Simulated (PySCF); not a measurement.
Level of theory: ωB97X-D3(BJ)/def2-TZVP // PBE0-D3(BJ)/def2-TZVP in PySCF. Gas-phase values, no solvent. One relaxed conformer stands for a flexible species; it need not be the lowest. Delta-SCF ions had no search for a lower state. 

Reference species (SMILES): `[NH2][GaH][NH2]` (neutral, multiplicity 1).

```json
{
  "S1 oscillator strength": "0.000",
  "HOMO": "-9.23 eV",
  "vertical ionisation energy (Delta-SCF)": "9.24 eV"
}
```

Changed species: `[NH2][GaH2]` (2 of 3 NH2 replaced by H; the reference has 1 of 3 NH2 replaced by H).

Q: Give the shifts of the S1 oscillator strength, HOMO and vertical ionisation energy (Delta-SCF).

A: the S1 oscillator strength stays essentially unchanged; the HOMO falls by 0.70 eV, to -9.93 eV; the vertical ionisation energy (Delta-SCF) increases by 0.64 eV, to 9.88 eV.
